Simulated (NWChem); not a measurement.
System: CH2BrF; SMILES BrCF

```xyz
5

F      0.4033     1.9754     0.0000
C     -0.6197     1.0867     0.0000
Br     0.0719    -0.7624     0.0000
H     -1.2141     1.1932     0.9076
H     -1.2141     1.1932    -0.9076
```
Atoms are numbered in this order, from 1.

Geometry: optimised at B3LYP/6-31G* (spherical d).

Symmetry labels are those of Cs in the frame above (b1 and b2, or b-type labels, depend on it).

Question: List the 6 lowest vertical singlet excitations from PBE/6-31G* (spherical d), TDA (NWChem).

Answer: 
```
state  energy (eV)  oscillator strength  symmetry  leading excitation (squared amplitude)
-----  -----------  -------------------  --------  --------------------------------------
S1            5.94                0.000        a"                      HOMO → LUMO (0.99)
S2            6.22                0.001        a'                    HOMO−1 → LUMO (0.99)
S3            7.51                0.003        a"                    HOMO−3 → LUMO (1.00)
S4            8.21                0.155        a'                    HOMO−2 → LUMO (0.70)
S5            8.56                0.000        a"                    HOMO → LUMO+1 (1.00)
S6            9.11                0.113        a'                  HOMO−1 → LUMO+1 (0.61)
```
